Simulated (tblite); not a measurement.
Species: C5H10GeN2.
SMILES with atom numbers: `[CH3:1][N:2]([GeH3:3])[CH2:4]/[CH:5]=[CH:6]\[C:7]#[N:8]` (hydrogens: H9, H10, H11 on C1; H12, H13, H14 on Ge3; H15, H16 on C4; H17 on C5; H18 on C6)

Computed with GFN2-xTB (tblite), gas phase: L-BFGS steps from a force-field or distance-geometry start until the largest atomic force falls under 0.01 eV/Å.

Step 35: E = -639.3226 eV
```
atom  x, y, z in Å  |  force x, y, z in eV/Å
C1     -0.8223    0.5149   -1.6884    0.081   0.025  -0.041
N2     -0.9630    0.1788   -0.2823    0.124  -0.049   0.010
Ge3    -2.5306   -0.5784    0.2760   -0.154  -0.067   0.077
C4      0.2486   -0.3672    0.3073    0.191   0.109   0.096
C5      1.3078    0.6845    0.3775    0.097   0.162  -0.189
C6      2.5274    0.6125   -0.1572    0.110  -0.002   0.023
C7      3.0509   -0.4679   -0.8936   -0.178   0.063  -0.151
N8      3.5077   -1.2642   -1.5818   -0.003  -0.120   0.102
H9      0.1453    0.9874   -1.8575    0.045   0.033   0.003
H10    -0.8872   -0.3590   -2.3474   -0.022   0.083  -0.035
H11    -1.5949    1.2422   -1.9436   -0.046  -0.169  -0.087
H12    -2.4620   -2.0720    0.4067    0.033  -0.083   0.066
H13    -3.6224   -0.2806   -0.6940    0.032   0.161  -0.035
H14    -2.8090    0.0276    1.6151    0.008  -0.047   0.041
H15     0.6372   -1.2629   -0.2066   -0.121   0.086  -0.013
H16     0.0191   -0.6217    1.3486   -0.121  -0.207   0.005
H17     1.0045    1.6004    0.8685   -0.007  -0.029   0.013
H18     3.2343    1.4321   -0.0884   -0.068   0.050   0.113
```

Step 36: E = -639.3400 eV
```
atom  x, y, z in Å  |  force x, y, z in eV/Å
C1     -0.8224    0.5004   -1.6946    0.034   0.130  -0.118
N2     -0.9579    0.1785   -0.2877   -0.039  -0.046   0.089
Ge3    -2.5363   -0.5579    0.2854   -0.148  -0.152   0.064
C4      0.2522   -0.3706    0.3005    0.070   0.002   0.088
C5      1.3091    0.6777    0.3704    0.123   0.109  -0.118
C6      2.5364    0.6115   -0.1473    0.016   0.000  -0.067
C7      3.0673   -0.4600   -0.8927    0.179  -0.353  -0.447
N8      3.5505   -1.2537   -1.5750   -0.329   0.363   0.484
H9      0.1215    1.0226   -1.8666   -0.007  -0.003   0.019
H10    -0.8417   -0.3832   -2.3422    0.008   0.038  -0.044
H11    -1.6339    1.1804   -1.9705    0.041  -0.192  -0.037
H12    -2.5019   -2.0691    0.3835    0.028   0.090   0.060
H13    -3.6434   -0.2193   -0.6663    0.123   0.142   0.045
H14    -2.7747    0.0287    1.6482    0.021  -0.087  -0.051
H15     0.6274   -1.2622   -0.2193   -0.022  -0.030  -0.100
H16     0.0218   -0.6461    1.3376   -0.103  -0.113  -0.009
H17     0.9922    1.5838    0.8642    0.015   0.096   0.054
H18     3.2252    1.4449   -0.0687   -0.010   0.007   0.088
```

Step 37: E = -639.3519 eV
```
atom  x, y, z in Å  |  force x, y, z in eV/Å
C1     -0.8207    0.4955   -1.6981    0.013   0.117  -0.082
N2     -0.9519    0.1823   -0.2881   -0.114  -0.053   0.105
Ge3    -2.5365   -0.5494    0.2909   -0.083  -0.167   0.035
C4      0.2589   -0.3704    0.2978   -0.027  -0.075   0.053
C5      1.3127    0.6781    0.3697    0.062   0.072  -0.043
C6      2.5414    0.6167   -0.1435   -0.050   0.029  -0.102
C7      3.0663   -0.4554   -0.8918    0.184  -0.298  -0.328
N8      3.5454   -1.2618   -1.5603   -0.286   0.308   0.386
H9      0.1075    1.0403   -1.8794    0.024   0.010   0.052
H10    -0.8191   -0.3913   -2.3379    0.025  -0.046  -0.067
H11    -1.6498    1.1465   -1.9843    0.007  -0.130  -0.020
H12    -2.5189   -2.0668    0.3747    0.032   0.149   0.055
H13    -3.6418   -0.1901   -0.6580    0.133   0.135   0.073
H14    -2.7584    0.0238    1.6641    0.021  -0.088  -0.081
H15     0.6260   -1.2560   -0.2329    0.039  -0.088  -0.143
H16     0.0278   -0.6686    1.3297   -0.084  -0.032  -0.027
H17     0.9838    1.5752    0.8694    0.051   0.161   0.063
H18     3.2185    1.4578   -0.0630    0.050  -0.004   0.071
```

**Question.** Estimate the geometry and energy of step 38. (The exact step hangs on the optimiser's Hessian estimate; all steps are aligned on step 37, rigid shifts and turns removed.)

**Answer.** E = -639.3578 eV, largest force 0.451 eV/Å
```
atom  x, y, z in Å  |  force x, y, z in eV/Å
C1     -0.8233    0.4753   -1.7095   -0.027   0.123  -0.231
N2     -0.9425    0.1897   -0.2894   -0.159  -0.108  -0.017
Ge3    -2.5400   -0.5176    0.3058   -0.029  -0.188   0.035
C4      0.2693   -0.3836    0.2829   -0.103  -0.109  -0.005
C5      1.3171    0.6691    0.3724   -0.031   0.054   0.016
C6      2.5510    0.6266   -0.1301   -0.129   0.090  -0.109
C7      3.0871   -0.4421   -0.8751   -0.018   0.046  -0.014
N8      3.5631   -1.2574   -1.5274   -0.057  -0.038   0.070
H9      0.0625    1.1016   -1.9063   -0.243  -0.203   0.119
H10    -0.7398   -0.4407   -2.3229    0.018   0.271   0.108
H11    -1.7156    1.0428   -2.0258    0.332  -0.291   0.094
H12    -2.5832   -2.0454    0.3285    0.055   0.236   0.085
H13    -3.6549   -0.0942   -0.6126    0.177   0.139   0.126
H14    -2.6939    0.0197    1.7100    0.001  -0.131  -0.180
H15     0.6271   -1.2541   -0.2775    0.061  -0.079  -0.148
H16     0.0440   -0.7202    1.3056   -0.085   0.043  -0.059
H17     0.9581    1.5517    0.8789    0.138   0.184   0.035
H18     3.2050    1.4853   -0.0486    0.098  -0.040   0.074
```

The energy changes by -0.0059 eV. The first-order estimate −F·Δx gives -0.0229 eV and the mean of the old and new forces, exact on a quadratic surface, -0.0031 eV. The step makes an angle of 85° with the force vector and moves no atom by more than 0.130 Å.

The cost below is that of the whole relaxation. Time: 3.3 s wall, 2.4 s CPU. Hardware: one thread, Intel Xeon at 2.50 GHz (x86_64), shared host with 64 logical CPUs at a one-minute load of 63.
